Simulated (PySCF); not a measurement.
K⁺ (potassium, charge +1): UHF calculation

Configuration: [Ar], closed-shell 1S. All numbers are calculated (PySCF 2.14, the spin-free X2C one-electron Hamiltonian (Gaussian nucleus), in aug-cc-pVDZ-X2C (6s5p3d, 36 functions)).

| Item | Value |
| --- | --- |
| Total energy | -601.309314 hartree |
| One-electron energy | -822.7731 hartree |
| Hartree (Coulomb) energy | 254.2434 hartree |
| Exchange energy | -32.7795 hartree |
| ⟨S²⟩ | 0.0000 |
| ⟨L²⟩ | 0.000 |
| Sum of ⟨r⟩ | 14.15 bohr |
| Sum of ⟨r²⟩ | 19.51 bohr² |
| Langevin diamagnetic susceptibility | -15.4 ×10⁻⁶ cm³/mol |
| Time after the integrals | 0.06 s of wall time on 1 thread of Neoverse-V1 (shared host) |

```csv
shell,electrons,mean orbital energy (hartree),"rms radius, mean of both spins (bohr)"
1s,2,-134.36117,0.0937
2s,2,-14.82435,0.418
2p,6,-11.74811,0.388
3s,2,-1.97855,1.37
3p,6,-1.17145,1.55
```

Densities and radii are taken from the X2C orbitals without a picture-change correction, which distorts them close to the nucleus.
